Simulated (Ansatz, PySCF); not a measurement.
Hf(Cl)3(SH) (Cl3HHfS), SMILES [SH][Hf]([Cl])([Cl])[Cl], multiplicity 1.

The structure is a stationary point at B3LYP-D3(BJ)/def2-SVP. The spin state was assumed, not searched. The def2 effective core potentials stand for the cores of Hf; spin–orbit coupling is left out. The values are those of a single conformer.

Vertical ionisation energy (IE) and electron affinity (EA) in eV. Rows of orbital energies are one-electron estimates. Where ΔSCF, EOM or ADC give a negative EA the extra electron is unbound and the value depends on the basis.

| level | IE | EA |
|---|---|---|
| −ε(HOMO), −ε(LUMO), PBE0/def2-TZVP (PySCF) | 8.26 | 2.44 |
| −ε(HOMO), −ε(LUMO), PBE/def2-TZVP (PySCF) | ? | ? |
| ΔSCF, CAM-B3LYP/def2-SVPD (Ansatz), final states of multiplicity 2 and 2 | 10.39 | 1.03 |
| ΔSCF, PBE/def2-SVPD (Ansatz), final states of multiplicity 2 and 2 | 10.00 | 0.81 |

Task: Complete the blanks. (The exact figures need the calculation; the answer reports its results.)

Result: 
- −ε(HOMO), −ε(LUMO), PBE/def2-TZVP (PySCF), IE: 7.04
- −ε(HOMO), −ε(LUMO), PBE/def2-TZVP (PySCF), EA: 3.22

Task: What vertical singlet–triplet gap does ΔSCF give with CAM-B3LYP/def2-SVPD (Ansatz, a first-principles code) and with PBE/def2-SVPD (Ansatz)? (Estimate from the structure and the level; the computed values follow.)

Result: 4.36 and 4.25 eV (triplet above singlet where positive).
